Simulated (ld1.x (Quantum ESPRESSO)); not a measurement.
## Building the TM semilocal potential for Pr (PBE, scalar-relativistic).

| Item | Value |
| --- | --- |
| Element | praseodymium (Pr) |
| Generator | ld1.x (Quantum ESPRESSO) 7.5 |
| Type | norm-conserving Troullier–Martins (semilocal form) |
| Functional | PBE |
| Relativity | scalar-relativistic |
| Frozen core | [Kr] 4d10 |
| Valence charge | 13 |
| Reference configuration | 4f2 5s2 5p6 5d0 6s0 6p0 (charge +3) |
| Partial waves | 5p (bound): rc 2.30 bohr; 5d (bound, empty): rc 2.30 bohr; 4f (bound): rc 1.50 bohr; 5s (bound): rc 1.95 bohr |
| Local potential | the s channel |
| Core correction | a·sin(br)/r model core, default radius (core density twice the valence density) |

Poles of the logarithmic derivatives, all-electron (AE) and pseudo (PS). s: poles at -4.5, 4.0 (AE) and -4.5, 2.1 (PS) Ry. p: poles at -2.8 (AE) and -2.8, 4.1 (PS) Ry. d: poles at -0.2 (AE) and -0.3 (PS) Ry. f: poles at -2.1, 3.1 (AE) and -2.1, 3.7 (PS) Ry. Test radius 2.50 bohr.

* Cutoffs needed: 160 Ry and 180 Ry (the cutoffs (Ry, on a coarse ladder) from which the occupation-weighted sum of valence levels, in a spherical-Bessel basis at the reference potential, stays within 10 and 1 mRy of its value at 400 Ry)
* Ghost test: no extra level below or beside the all-electron valence levels (p, d, f, s tested); the semilocal form is local in each channel, so this says nothing of the separable form that plane-wave codes build from it (spherical-Bessel basis up to 400 Ry, 20 bohr box)
* Configuration tests: 2 of 7 tests not solved or not reliable; not counted: 4f3 5s2 5p6 5d0 6s1 6p1 (solver errors, printed error -13.2 eV); 4f3 5s2 5p6 5d0 6s0 6p1 (solver errors, printed error -6.0 eV)
